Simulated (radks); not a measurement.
These are the eigenvalues of the occupied orbitals of an atom or ion with whole-number occupations (eV). Calculated with a radial shooting solver on a logarithmic mesh with Libxc functionals: Dirac Kohn-Sham, B86b exchange with PBE correlation, spin-unpolarised, spherical densities, point nucleus.

| orbital | eigenvalue |
|---|---|
| 1s1/2 | -40253.06 |
| 2s1/2 | -6452.997 |
| 2p1/2 | -6092.882 |
| 2p3/2 | -5646.184 |
| 3s1/2 | -1399.607 |
| 3p1/2 | -1247.188 |
| 3p3/2 | -1159.404 |
| 3d3/2 | -893.0885 |
| 3d5/2 | -874.2410 |
| 4s1/2 | -293.4242 |
| 4p1/2 | -236.8213 |
| 4p3/2 | -217.9742 |
| 4d3/2 | -125.0860 |
| 4d5/2 | -121.7838 |
| 5s1/2 | -53.2640 |
| 5p1/2 | -37.8052 |
| 5p3/2 | -35.0341 |
| 4f5/2 | -18.2869 |
| 5d3/2 | -14.9724 |

Which element is it, and in what charge state? The configuration may be excited. Open shells, if any, fill j = l - 1/2 first.

Answer. Z = 58, cerium, charge +2: Ce2+ in [Xe] 4f1 5d1. The list shows which subshells hold electrons but not how many an open one holds; the 1s level, -1479.3 hartree, gives Z - s = 54.4 by -(Z - s)^2/2, which with screening and relativity narrows Z to a few neighbours, and the depths of the outer levels then fix element, charge and occupations together.
